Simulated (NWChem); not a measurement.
Lowest excitation of CH$_{4}$Al (+1)

```xyz
6

Al     0.3971     0.6127     0.0000
C     -0.6437    -0.9932     0.0000
H     -0.4131    -1.5971     0.9041
H     -0.4131    -1.5971    -0.9041
H     -1.7272    -0.7456     0.0000
H      1.2537     1.9341     0.0000
```
Charge +1, spin multiplicity 1.

All runs are NWChem calculations. Structure: optimised with PBE/def2-SVP, a minimum by its harmonic frequencies.

Basis set: def2-SVPD.

| method | lowest vertical singlet excitation energy (eV) | relative cost | difference from EOM-CCSD |
|---|---|---|---|
| CIS | 6.80 | 1 | +0.71 |
| TD-PBE | 5.66 | under 3 | -0.43 |
| TD-B3LYP | 5.87 | under 3 | -0.22 |
| EOM-CCSD | 6.09 | 3 | 0.00 |
| TD-CAM-B3LYP | 6.01 | 4 | -0.08 |

The values span 1.14 eV, from TD-PBE (lowest) to CIS (highest). Relative cost: rough, from shared machines, SCF included, CIS = 1.

The correlated methods keep 6 core orbitals frozen. B3LYP has NWChem's definition, with VWN1-RPA local correlation. GW and range-separated runs recompute their integrals, the others keep them in memory, which bears on the times. The spin multiplicity of the parent species was assumed, not shown to be that of its ground state. The structure started from a generated list of species. Differences from the coupled-cluster row are differences between methods, not errors against experiment.
